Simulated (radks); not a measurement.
The numbers below are computed, except where a source is named.
Code: a radial shooting solver on a logarithmic mesh with Libxc functionals. Model: scalar-relativistic Kohn-Sham, LDA (Slater exchange, Perdew-Wang correlation), spin-polarised, spherical densities, finite nucleus; Fermi nuclear charge, rms radius of each element as measured or else 0.836 A^(1/3) + 0.57 fm. Response by self-consistent Sternheimer equations with the Hartree and adiabatic LDA kernel, the relativistic mass of each level held fixed and spin-orbit coupling left out. For heavy and open-shell atoms this level of theory can miss by tens of per cent. Rank Cs7+, In+, Cd, Te4+, I5+, Ba8+, Sn2+, Xe6+, Sb3+ (NIST ground configurations) by static dipole polarisability, largest first.

Answer. Cd 44.67, In+ 22.77, Sn2+ 14.37, Sb3+ 10.01, Te4+ 7.401, I5+ 5.690, Xe6+ 4.502, Cs7+ 3.640, Ba8+ 2.995 bohr^3.
